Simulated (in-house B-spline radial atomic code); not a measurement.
Radial electron density of Au, [Xe] 4f14 5d10 6s1. Method: scalar-relativistic (X2C) B97-1, spin-polarised, spherical fractional occupations, exact exchange averaged over the configuration, Fermi nucleus of rms radius 5.4371 fm. Calculated with an all-electron radial atomic-structure program (B-spline basis).

One-electron X2C: radii and densities carry no picture-change correction, so inner-shell <1/r> comes out high (for 1s by about 2 % at Z = 33, 5 % at 54, 10 % at 75, 30 % at 118) and <r> low.

Columns: r (bohr), 4πr²n(r) (electrons per bohr), bar.

```
0.000317    3.774 #
0.000397    5.123 ##
0.000498    6.938 ##
0.000623     9.32 ###
0.000781    12.49 ####
0.000978    16.61 #####
 0.00123    22.04 #######
 0.00153     28.6 #########
 0.00192    37.08 ###########
 0.00241    47.38 ##############
 0.00302    59.34 ##################
 0.00378    72.55 ######################
 0.00473     86.2 ##########################
 0.00593    98.99 ##############################
 0.00743    108.8 #################################
 0.00931    113.7 ##################################
  0.0117    112.4 ##################################
  0.0146    106.1 ################################
  0.0183    98.51 ##############################
  0.0229    96.59 #############################
  0.0287    106.1 ################################
   0.036      126 ######################################
   0.045    144.3 ###########################################
  0.0564    146.4 ############################################
  0.0707    129.9 #######################################
  0.0885    114.9 ###################################
   0.111    121.9 #####################################
   0.139    136.9 #########################################
   0.174    124.8 #####################################
   0.218    89.36 ###########################
   0.273    75.03 #######################
   0.342    86.96 ##########################
   0.429    83.82 #########################
   0.537     56.2 #################
   0.673    32.12 ##########
   0.842    23.19 #######
    1.06    18.76 ######
    1.32     13.1 ####
    1.66    7.506 ##
    2.07    3.971 #
     2.6    1.909 #
    3.26   0.8176 
    4.08   0.2885 
    5.11  0.07699 
     6.4  0.01494 
    8.01 0.001921 
      10 0.0001449
```

On this grid the curve has 4 maxima, near 0.00931, 0.0564, 0.139, 0.342 bohr.

The 5d up radial function P(r) = rR(r), positive near the nucleus:

```json
{"r (bohr)": "0.00593", "P": "0.0009775"}
{"r (bohr)": "0.00931", "P": "0.00315"}
{"r (bohr)": "0.0146", "P": "0.009786"}
{"r (bohr)": "0.0229", "P": "0.02856"}
{"r (bohr)": "0.036", "P": "0.07521"}
{"r (bohr)": "0.0564", "P": "0.1643"}
{"r (bohr)": "0.0885", "P": "0.2645"}
{"r (bohr)": "0.139", "P": "0.2216"}
{"r (bohr)": "0.218", "P": "-0.1124"}
{"r (bohr)": "0.342", "P": "-0.4097"}
{"r (bohr)": "0.537", "P": "-0.06683"}
{"r (bohr)": "0.842", "P": "0.6294"}
{"r (bohr)": "1.32", "P": "0.8518"}
{"r (bohr)": "2.07", "P": "0.5665"}
{"r (bohr)": "3.26", "P": "0.2295"}
{"r (bohr)": "5.11", "P": "0.05346"}
{"r (bohr)": "8.01", "P": "0.005832"}
```
